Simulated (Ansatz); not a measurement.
Diatomic NaC, multiplicity 4 (lowest of 2S+1 = 2, 4 at CCSD(T)/def2-TZVPP on PBE0 minima; our sources give no spin for the ground state, which may be another).

The constants come from a fifth-degree fit in 1/R (seven points, main isotopes). Runs in def2 and cc sets follow the lowest solution found near the PBE0 minimum.

Correlated levels freeze the inner cores; with def2 sets outer-core shells near the valence are correlated too.

Run with Ansatz (a first-principles code). Each number belongs to the level named beside it.

Problem. What bond length and harmonic frequency does B3LYP/def2-TZVPP give, and what D_e (from each atom's lowest state at the same level)?

Solution. r_e = 2.237 Å, ω_e = 422 cm⁻¹, D_e = 1.86 eV.

Problem. What bond length and harmonic frequency does CCSD/def2-TZVPP give, and what D_e (from each atom's lowest state at the same level)?

Solution. r_e = 2.220 Å, ω_e = 446 cm⁻¹, D_e = 1.86 eV.

Problem. What bond length and harmonic frequency does CCSD(T)/def2-QZVPP give, and what D_e (from each atom's lowest state at the same level)?

Solution. r_e = 2.229 Å, ω_e = 454 cm⁻¹, D_e = 1.99 eV.
